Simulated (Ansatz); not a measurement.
Reaction (formal hydrolysis of a B–S bond): `CB(C)S` + H₂O → `CB(C)O` + H₂S

Program: Ansatz. Geometries: PBE0-D4/def2-TZVP. ΔE: electronic, gas phase. CBS: MP2 limit from def2 TZ/QZ plus the TZ coupled-cluster correction, frozen cores. This one scheme is used for every species. DFT in def2-TZVPP. HSE06 is defined as in plane-wave codes. Each species was taken in one conformer, which may not be the lowest.

CCSD(T)/CBS gives -0.48 eV.

Problem. Another level gave -0.50 eV. Which?
A. CAM-B3LYP/def2-TZVPP
B. HSE06/def2-TZVPP
C. CCSD/def2-TZVPP
D. BLYP/def2-TZVPP

Solution. B. HSE06 -0.50, CAM-B3LYP -0.65, CCSD/def2-TZVPP -0.56, BLYP -0.61 eV.

Largest T1 diagnostic among the species: 0.012.

Leaving LDA and LC-ωPBE aside and taking each functional with its dispersion term where it has one, the values, not all of them listed here, spread over 0.20 eV, from CAM-B3LYP-D4 to revPBE-D4. LDA lies −0.03 eV from PBE without D4. At CCSD(T), def2-SVP lies −0.22 eV from the extrapolated value and def2-TZVPP −0.05 eV.
